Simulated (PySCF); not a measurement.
Species: C₄H₆N₂O₂Si.
Numbering: `[O:1]=[CH:2][O:3][c:4]1[cH:5][n:6][cH:7][n:8]1[SiH3:9]` (hydrogens: H10 on C2; H11 on C5; H12 on C7; H13, H14, H15 on Si9)

The same species was optimised twice, with GFN2-xTB and with PBE0-D3(BJ)/def2-SVP (PySCF), and the same property calculations (PySCF, gas phase) were run on both structures.

```json
{"coordinate": "N8–Si9 (Å)", "GFN2-xTB": "1.783", "PBE0-D3(BJ)/def2-SVP": "1.809", "change": "+0.026"}
{"coordinate": "C7–N8 (Å)", "GFN2-xTB": "1.360", "PBE0-D3(BJ)/def2-SVP": "1.383", "change": "+0.023"}
{"coordinate": "C2–O3 (Å)", "GFN2-xTB": "1.305", "PBE0-D3(BJ)/def2-SVP": "1.323", "change": "+0.018"}
{"coordinate": "C4–N8 (Å)", "GFN2-xTB": "1.369", "PBE0-D3(BJ)/def2-SVP": "1.381", "change": "+0.012"}
{"coordinate": "C5–N6 (Å)", "GFN2-xTB": "1.355", "PBE0-D3(BJ)/def2-SVP": "1.364", "change": "+0.009"}
{"coordinate": "O3–C4 (Å)", "GFN2-xTB": "1.373", "PBE0-D3(BJ)/def2-SVP": "1.366", "change": "-0.007"}
{"coordinate": "O1=C2 (Å)", "GFN2-xTB": "1.206", "PBE0-D3(BJ)/def2-SVP": "1.202", "change": "-0.004"}
{"coordinate": "N6–C7 (Å)", "GFN2-xTB": "1.301", "PBE0-D3(BJ)/def2-SVP": "1.304", "change": "+0.003"}
{"coordinate": "C4–C5 (Å)", "GFN2-xTB": "1.372", "PBE0-D3(BJ)/def2-SVP": "1.370", "change": "-0.002"}
{"coordinate": "C4–N8–Si9 (°)", "GFN2-xTB": "133.4", "PBE0-D3(BJ)/def2-SVP": "136.5", "change": "+3.1"}
{"coordinate": "C7–N8–Si9 (°)", "GFN2-xTB": "123.0", "PBE0-D3(BJ)/def2-SVP": "120.2", "change": "-2.8"}
{"coordinate": "O1–C2–O3 (°)", "GFN2-xTB": "128.0", "PBE0-D3(BJ)/def2-SVP": "125.7", "change": "-2.3"}
{"coordinate": "C4–C5–N6 (°)", "GFN2-xTB": "108.8", "PBE0-D3(BJ)/def2-SVP": "109.4", "change": "+0.6"}
{"coordinate": "C4–N8–C7 (°)", "GFN2-xTB": "103.6", "PBE0-D3(BJ)/def2-SVP": "103.2", "change": "-0.4"}
{"coordinate": "N6–C7–N8 (°)", "GFN2-xTB": "114.1", "PBE0-D3(BJ)/def2-SVP": "113.9", "change": "-0.2"}
{"coordinate": "C2–O3–C4 (°)", "GFN2-xTB": "123.8", "PBE0-D3(BJ)/def2-SVP": "123.9", "change": "+0.1"}
{"coordinate": "O3–C4–C5 (°)", "GFN2-xTB": "124.0", "PBE0-D3(BJ)/def2-SVP": "123.9", "change": "-0.1"}
{"coordinate": "O1–C2–O3–C4 (°)", "GFN2-xTB": "-2", "PBE0-D3(BJ)/def2-SVP": "-4", "change": "-2"}
{"coordinate": "C2–O3–C4–C5 (°)", "GFN2-xTB": "-169", "PBE0-D3(BJ)/def2-SVP": "-166", "change": "+3"}
```

Rotational constants: A = 2245, B = 1453, C = 896.6 MHz (GFN2-xTB) against A = 2117, B = 1459, C = 879.4 MHz (PBE0-D3(BJ)/def2-SVP). Point groups within 0.08 Å: C1 and C1.

On the GFN2-xTB structure: HOMO (eV) -6.78 [PBE0/pcSseg-1]; LUMO (eV) -1.13 [PBE0/pcSseg-1]; dipole (D) 2.98 [PBE0/pcSseg-1]; GIAO shielding of O1 (ppm) -82.3 [PBE0/pcSseg-1]; GIAO shielding of C2 (ppm) 23.9 [PBE0/pcSseg-1]; GIAO shielding of O3 (ppm) 103.4 [PBE0/pcSseg-1]; GIAO shielding of C4 (ppm) 38.3 [PBE0/pcSseg-1]; GIAO shielding of C5 (ppm) 60.6 [PBE0/pcSseg-1]; GIAO shielding of N6 (ppm) -35.5 [PBE0/pcSseg-1]; GIAO shielding of C7 (ppm) 45.4 [PBE0/pcSseg-1]; GIAO shielding of N8 (ppm) 96.9 [PBE0/pcSseg-1].

Task: What do these properties become on the PBE0-D3(BJ)/def2-SVP structure?

Result: 
```
                                    property          level  on GFN2-xTB  on PBE0-D3(BJ)/def2-SVP  change
                                   HOMO (eV)  PBE0/pcSseg-1        -6.78                    -6.76   +0.02
                                   LUMO (eV)  PBE0/pcSseg-1        -1.13                    -1.12   +0.01
                                  dipole (D)  PBE0/pcSseg-1         2.98                     2.89   -0.09
energy, GFN2-xTB geometry as zero (kcal/mol)  PBE0/pcSseg-1          0.0                     -2.9    -2.9
                  GIAO shielding of O1 (ppm)  PBE0/pcSseg-1        -82.3                    -88.0    -5.7
                  GIAO shielding of C2 (ppm)  PBE0/pcSseg-1         23.9                     23.5    -0.4
                  GIAO shielding of O3 (ppm)  PBE0/pcSseg-1        103.4                     98.7    -4.7
                  GIAO shielding of C4 (ppm)  PBE0/pcSseg-1         38.3                     37.2    -1.1
                  GIAO shielding of C5 (ppm)  PBE0/pcSseg-1         60.6                     60.2    -0.4
                  GIAO shielding of N6 (ppm)  PBE0/pcSseg-1        -35.5                    -38.5    -3.0
                  GIAO shielding of C7 (ppm)  PBE0/pcSseg-1         45.4                     41.5    -3.9
                  GIAO shielding of N8 (ppm)  PBE0/pcSseg-1         96.9                     90.0    -6.9
```

The heavy atoms differ by 0.047 Å rms after alignment. Among bonds between heavy atoms N8–Si9 changes most (+0.026 Å). Changes are differences of the printed values. Neither structure is proved a minimum here.

The values belong to the conformer `[O:1]=[CH:2][O:3][c:4]1[cH:5][n:6][cH:7][n:8]1[SiH3:9]`: O1–C2–O3–C4 -4°, C2–O3–C4–C5 -166°.
